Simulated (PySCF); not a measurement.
## Ionisation energy of Au+ by level of theory

Au+ [Xe] 4f14 5d10 (1S) → Au(2+) [Xe] 4f14 5d9 (2D), as a difference of total energies. Computed with PySCF 2.14 in ANO-RCC-VTZP (8s7p5d3f1g, 84 functions), with the spin-free X2C one-electron Hamiltonian (Gaussian nucleus). Correlated levels: valence: [Xe] 4f14 frozen; valence and next inner shell: [Kr] 4d10 4f14 frozen. The calculations carry no spin-orbit coupling.

```
                                method  ionisation energy (eV)
                                   UHF                  18.923
                                   LDA                  21.405
                                   PBE                  20.934
                                  PBE0                  20.718
                                PBEsol                  21.017
                                  BLYP                  20.873
                                M06-2X                  20.837
                     SCS-MP2 (valence)                  20.648
    MP2 (valence and next inner shell)                  20.885
SCS-MP2 (valence and next inner shell)                  20.646
```

Estimate what r2SCAN gives.

20.677 eV, closest to SCS-MP2 (valence) among the rows shown.

Estimate what MP2 (valence) gives.

20.822 eV, closest to M06-2X among the rows shown.

A first-order spin-orbit estimate (lowest level to lowest level, LS coupling) adds -0.683 eV.

Errors of the correlated levels include the incompleteness of this basis and the frozen core.

For comparison: 20.203 ± 0.025 eV (measured; NIST Atomic Spectra Database, ionization energies).
